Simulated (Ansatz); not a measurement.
Geometry optimisation, Ansatz 0.2.0, RKS B3LYP-D4/def2-SVP.

Input:

```yaml
crystal:
  periodic: [false, false, false]
  atoms:
    - { symbol: Ga, position_ang: [0.017802, -0.752261, -0.369227] }
    - { symbol: H, position_ang: [0.122547, 0.264939, 2.207622] }
    - { symbol: Cl, position_ang: [1.821124, 0.303126, -0.928778] }
    - { symbol: Cl, position_ang: [-1.819052, 0.191816, -1.001599] }
    - { symbol: P, position_ang: [-0.030108, -2.706379, 0.837853] }
    - { symbol: H, position_ang: [-0.498339, -3.474771, -0.27115] }
    - { symbol: H, position_ang: [1.342669, -2.992701, 0.584598] }
    - { symbol: H, position_ang: [-0.007344, -0.442969, 2.174081] }
basis:
  gaussian: { orbitals: def2-SVP }
hamiltonian:
  xc: b3lyp
  dispersion: d4
relax:
  f_tol: 0.03
  max_steps: 50
```

Run as:

```bash
$ ansatz run input.yaml --threads 2 --pin off --max-ram 3072MiB --backend cpu --events-out ev --progress --plain --runs-dir out
```

Task: Where does it end, and by what steps?

Result: The forces met the threshold. The force dipped under the threshold on the way, but the program's further checks kept it going. After 19 steps the energy has fallen by 0.138 eV; H8 moved furthest, 0.79 Å.

| step | energy less start (eV) | largest force component (eV/Å) | accepted |
| --- | --- | --- | --- |
| 0 | 0.0000 | 1.703 | yes |
| 1 | -0.0906 | 0.249 | yes |
| 2 | -0.1046 | 0.316 | yes |
| 3 | -0.1058 | 0.339 | yes |
| 4 | -0.1152 | 0.140 | yes |
| 5 | -0.1187 | 0.097 | yes |
| 6 | -0.1233 | 0.216 | yes |
| 7 | -0.1272 | 0.167 | yes |
| 8 | -0.1291 | 0.139 | yes |
| 9 | -0.1328 | 0.176 | yes |
| 10 | -0.1348 | 0.146 | yes |
| 11 | -0.1351 | 0.108 | yes |
| 12 | -0.1352 | 0.112 | yes |
| 13 | -0.1352 | 0.105 | yes |
| 14 | -0.1372 | 0.085 | yes |
| 15 | -0.1376 | 0.036 | yes |
| 16 | -0.1378 | 0.020 | yes |
| 17 | -0.1380 | 0.037 | yes |
| 18 | -0.1380 | 0.037 | yes |
| 19 | -0.1381 | 0.027 | yes |

```xyz
8
Properties=species:S:1:pos:R:3
Ga 0.082 -0.883 -0.259
H 0.305 0.535 2.163
Cl 1.839 0.348 -0.546
Cl -1.781 0.005 -0.900
P 0.176 -2.989 0.703
H -0.684 -3.541 -0.296
H 1.377 -3.319 0.001
H -0.366 0.235 2.366
```

Whether the end is a true minimum wasn't checked by a vibrational analysis.

The run took 61 s on 2 threads of Arm Neoverse V1, with other jobs on the host, peak memory 0.27 GiB.
